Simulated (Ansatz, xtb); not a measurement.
Species: HS₂ (charge 0, doublet). It need not be the lowest isomer of its formula. 
Geometry from a B3LYP-D3(BJ)/def2-TZVP (Ansatz, an electronic-structure program) optimisation:
SMILES: [S]S
```xyz
3

S     -0.9203     0.0126     0.4581
S      0.8239     0.0408    -0.4735
H      1.5432    -0.8556     0.2469
```
Charge 0, spin multiplicity 2.

Harmonic wavenumbers from GFN2-xTB (xtb, at its own minimum), cm⁻¹: 598, 815, 2198.

**Question.** Give the harmonic wavenumbers at B3LYP-D3(BJ)/def2-TZVP (Ansatz, finite differences of forces, unscaled).

**Answer.** 584, 916, 2544 cm⁻¹. Zero-point energy 5.8 kcal/mol.

**Question.** From these and the geometry, give the ideal-gas thermochemistry at 298.15 K and 1 atm (rigid rotor, harmonic oscillator).

**Answer.** Point group Cs, rotational symmetry number 1. Rotational constants 296.9, 7.855, 7.652 GHz. S(trans) 38.44, S(rot) 20.43, S(vib) 0.61, S(elec, spin only) 1.38, S 60.9 cal/(mol K). H(298) - H(0) 2.51 kcal/mol; G - E(el) -9.9 kcal/mol.
